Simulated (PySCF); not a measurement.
stibine cation (H3Sb), SMILES [SbH3] (connectivity only; charge and spin as stated), charge +1, multiplicity 2. Atoms are numbered in the order given.

```xyz
4

Sb     0.0000     0.0000     0.0307
H      1.3874    -0.8010    -0.5212
H     -1.3874    -0.8010    -0.5212
H      0.0000     1.6020    -0.5212
```
Charge +1, spin multiplicity 2.

Coordinates come from a PBE-D3(BJ)/def2-TZVPD optimisation. The multiplicity is an assumed one; other spin states were not compared. The def2 effective core potentials stand for the cores of Sb; spin–orbit coupling is left out.

Computed with ωB97X/def2-TZVPD run with PySCF.

Mulliken values depend strongly on the basis, most of all with diffuse functions as here. ESP charges are fitted to the potential on shells at 1.4 to 2.0 van der Waals radii. Atomic charges (e):

```csv
atom,Mulliken,ESP fit,Mulliken spin
Sb1,0.56,___,0.85
H2,0.15,___,0.05
H3,0.15,___,0.05
H4,0.15,___,0.05
```

Problem. Complete the blanks. (An estimate is asked for; the answer gives what the named calculation found.)

Solution. 
- Sb1, ESP fit: 0.74
- H2, ESP fit: 0.09
- H3, ESP fit: 0.09
- H4, ESP fit: 0.09
